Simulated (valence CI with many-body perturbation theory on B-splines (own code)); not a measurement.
**Cs4+: electric-dipole lines**

Computed by configuration interaction combined with many-body perturbation theory (CI+MBPT): five valence electrons over a frozen Dirac-Fock core [Kr] 4d10, radial functions for each j: 11 s, 11 p, 10 d, 8 f, 5 g, 2 h, with the one-electron correlation potential Σ1 (screened to all orders), the two-electron term Σ2, the three-electron term Σ3, Breit, model QED; selected single and double excitations, second order for the rest, scaled by the run's own slope (own B-spline code, finite nucleus).

Set against measurement, 41 paired levels are off by 280 cm⁻¹ on average, the worst by 650. These come from a selection out of Sansonetti, J. Phys. Chem. Ref. Data 38, 761 (2009). Levels without a partner in it may be off by more, other configurations by several thousand cm⁻¹. Among the levels kept, up to 2600 cm⁻¹ of a level comes from second order outside the variational space, and about a tenth of that is noise between levels of different J, which matters for small intervals. 3 measured levels below the end of the list, from 170737 cm⁻¹ on, found no clear computed partner, and computed levels of the same name lie up to 16699 cm⁻¹ from them.

Lines 101 to 150 of 599 in falling wavelength, among levels below 313110 cm⁻¹, chosen from the strongest by gf and those to the six lowest levels. Wavelengths and rates use the calculated energies, so an error of 300 cm⁻¹ moves a line at 196.9 nm by 0.59 % and its rate by three times that or more. Electric multipoles are in the length gauge, E1 and E2 with the static RPA response of the core. Weak lines are less certain than strong ones. Lines between different terms over intervals too small for the method are left out, as are lines whose strength nearly cancels. Where a level lies close to another of its J and parity, the split of strength between their lines is uncertain. The highest levels of a list are the least certain.

Names give the largest LS component (configuration and term), which can be under half, so a name can repeat, a term be missing and a line seem to break the LS rules; names also repeat where a configuration has a term twice. Letters in brackets count levels of one name in rising energy.

| λ vac (nm) | Upper | Lower | A (s⁻¹) | log gf | Branch % |
| --- | --- | --- | --- | --- | --- |
| 196.9 | 5s2 5p2 6d 4D_3/2 | 5s2 5p2 6p 2P°_3/2 [a] | 4.84e+07 | -0.95 | 2.1 |
| 196.8 | 4f 5s 5p3 2F_5/2 | 5s2 5p2 6p 2P°_3/2 [a] | 6.60e+07 | -0.64 | 7.4 |
| 196.5 | 4f 5s 5p3 4P_3/2 | 5s2 5p2 6p 4P°_1/2 | 3.72e+07 | -1.06 | 4.2 |
| 194.8 | 4f 5s 5p3 4F_5/2 [b] | 5s2 5p2 6p 4D°_5/2 | 2.46e+07 | -1.08 | 3.6 |
| 194.7 | 5s2 5p2 6p 2P°_1/2 [a] | 5s2 5p2 5d 2P_3/2 [b] | 1.48e+08 | -0.78 | 9.7 |
| 194.1 | 4f 5s 5p3 4P_3/2 | 5s2 5p2 6p 4S°_3/2 | 9.08e+07 | -0.69 | 10.2 |
| 193.3 | 4f 5s 5p3 4P_5/2 [b] | 5s2 5p2 6p 4S°_3/2 | 4.62e+07 | -0.81 | 3.9 |
| 193.0 | 5s2 5p2 6p 2D°_5/2 [b] | 5s2 5p2 5d 2D_5/2 [b] | 2.39e+07 | -1.10 | 1.2 |
| 192.1 | 5s2 5p2 6p 2D°_5/2 [b] | 5s2 5p2 5d 2F_7/2 [b] | 8.54e+07 | -0.55 | 4.3 |
| 191.8 | 5s2 5p2 6p 2D°_5/2 [c] | 5s2 5p2 6s 2D_3/2 [a] | 2.31e+07 | -1.12 | 1.2 |
| 191.5 | 5s2 5p2 6d 4P_5/2 | 5s2 5p2 6p 4P°_3/2 | 4.90e+07 | -0.79 | 1.7 |
| 191.1 | 4f 5s 5p3 4F_7/2 [b] | 5s2 5p2 6p 4D°_5/2 | 1.43e+08 | -0.20 | 21.5 |
| 190.7 | 5s2 5p2 6d 4F_3/2 | 5s2 5p2 6p 4D°_3/2 [a] | 1.49e+08 | -0.49 | 8.3 |
| 190.7 | 4f 5s 5p3 2D_3/2 | 5s2 5p2 6p 4P°_3/2 | 5.12e+07 | -0.95 | 5.8 |
| 190.7 | 4f 5s 5p3 4P_5/2 [a] | 5s2 5p2 6p 4D°_5/2 | 6.93e+07 | -0.65 | 6.4 |
| 189.3 | 5s2 5p2 6p 2P°_3/2 [b] | 5s2 5p2 5d 2S_1/2 | 4.39e+07 | -1.03 | 2.3 |
| 188.5 | 4f 5s 5p3 2G_7/2 | 5s2 5p2 6p 4D°_7/2 | 1.44e+08 | -0.21 | 12.9 |
| 187.4 | 4f 5s 5p3 4D_5/2 [a] | 5s2 5p2 6p 4D°_3/2 [a] | 6.67e+08 | 0.32 | 46.9 |
| 187.2 | 5s2 5p2 6d 2P_3/2 | 5s2 5p2 6p 4P°_1/2 | 1.33e+08 | -0.56 | 6.2 |
| 186.6 | 4f 5s 5p3 2F_5/2 | 5s2 5p2 6p 4P°_3/2 | 1.05e+08 | -0.48 | 11.8 |
| 184.2 | 4f 5s 5p3 4F_5/2 [b] | 5s2 5p2 6p 4D°_3/2 [b] | 3.62e+07 | -0.96 | 5.3 |
| 183.9 | 4f 5s 5p3 4D_3/2 | 5s2 5p2 6p 4D°_3/2 [b] | 6.62e+07 | -0.87 | 9.7 |
| 183.9 | 5s2 5p2 6d 4F_9/2 | 5s2 5p2 6p 4D°_7/2 | 1.05e+09 | 0.72 | 73.7 |
| 182.8 | 5s2 5p2 6d 4F_7/2 | 5s2 5p2 6p 2D°_5/2 [a] | 3.84e+08 | 0.19 | 23.2 |
| 181.6 | 5s2 5p2 6d 2F_5/2 | 5s2 5p2 6p 4S°_3/2 | 1.00e+08 | -0.53 | 5.2 |
| 181.5 | 5s2 5p2 6d 4D_1/2 | 5s2 5p2 6p 4P°_1/2 | 2.70e+08 | -0.57 | 16.2 |
| 180.5 | 4f 5s 5p3 4P_5/2 [a] | 5s2 5p2 6p 4D°_3/2 [b] | 1.56e+08 | -0.34 | 14.4 |
| 179.6 | 4f 5s 5p3 2D_3/2 | 5s2 5p2 6p 4P°_1/2 | 4.23e+07 | -1.09 | 4.8 |
| 179.3 | 5s2 5p2 6p 2P°_1/2 [b] | 5s2 5p2 6s 2D_3/2 [a] | 4.03e+08 | -0.41 | 18.9 |
| 178.4 | 5s2 5p2 6d 4P_5/2 | 5s2 5p2 6p 4S°_3/2 | 7.80e+08 | 0.35 | 27.1 |
| 177.8 | 4f 5s 5p3 4D_5/2 [b] | 5s2 5p2 6p 4D°_3/2 [a] | 5.57e+08 | 0.20 | 38.3 |
| 177.4 | 5s2 5p2 6d 4P_5/2 | 5s2 5p2 6p 2D°_5/2 [a] | 1.56e+08 | -0.35 | 5.4 |
| 177.2 | 5s2 5p2 6d 4F_7/2 | 5s2 5p2 6p 4D°_5/2 | 8.05e+08 | 0.48 | 48.7 |
| 176.9 | 4f 5s 5p3 4P_3/2 | 5s2 5p2 6p 4D°_3/2 [b] | 8.40e+07 | -0.80 | 9.4 |
| 176.2 | 4f 5s 5p3 4P_5/2 [b] | 5s2 5p2 6p 4D°_3/2 [b] | 1.28e+08 | -0.45 | 10.7 |
| 176.1 | 5s2 5p2 6d 4D_3/2 | 5s2 5p2 6p 4P°_1/2 | 5.54e+08 | 0.01 | 24.4 |
| 175.8 | 5s2 5p2 6p 2F°_5/2 | 5s2 5p2 6s 4P_5/2 | 4.14e+07 | -0.94 | 2.1 |
| 175.5 | 4f 5s 5p3 2G_7/2 | 5s2 5p2 6p 2D°_5/2 [a] | 3.93e+08 | 0.16 | 35.3 |
| 175.1 | 5s2 5p2 6d 2F_5/2 | 5s2 5p2 6p 4D°_5/2 | 1.87e+08 | -0.29 | 9.8 |
| 174.2 | 5s2 5p2 6d 4D_3/2 | 5s2 5p2 6p 4S°_3/2 | 2.93e+08 | -0.27 | 12.9 |
| 173.4 | 4f 5s 5p3 4D_3/2 | 5s2 5p2 6p 2S°_1/2 | 5.96e+07 | -0.97 | 8.7 |
| 173.4 | 5s2 5p2 6p 2S°_1/2 | 5s 5p4 2P_3/2 | 1.03e+08 | -1.03 | 5.6 |
| 173.3 | 4f 5s 5p3 4D_1/2 | 5s2 5p2 6p 2S°_1/2 | 1.01e+08 | -1.04 | 13.1 |
| 173.2 | 4f 5s 5p3 2F_5/2 | 5s2 5p2 6p 2D°_5/2 [a] | 7.03e+07 | -0.72 | 7.9 |
| 172.1 | 5s2 5p2 6d 4P_5/2 | 5s2 5p2 6p 4D°_5/2 | 7.87e+07 | -0.68 | 2.7 |
| 170.3 | 4f 5s 5p3 2G_7/2 | 5s2 5p2 6p 4D°_5/2 | 3.55e+07 | -0.91 | 3.2 |
| 169.3 | 5s2 5p2 6d 2P_3/2 | 5s2 5p2 6p 4D°_3/2 [b] | 1.65e+08 | -0.55 | 7.7 |
| 168.9 | 5s2 5p2 6p 4S°_3/2 | 5s2 5p2 5d 2D_3/2 [a] | 1.10e+08 | -0.72 | 5.5 |
| 168.9 | 5s2 5p2 6d 4F_3/2 | 5s2 5p2 6p 4D°_1/2 | 9.97e+08 | 0.23 | 55.2 |
| 168.4 | 5s2 5p2 6p 2P°_3/2 [d] | 5s2 5p2 6s 2D_5/2 | 4.90e+07 | -1.08 | 2.3 |
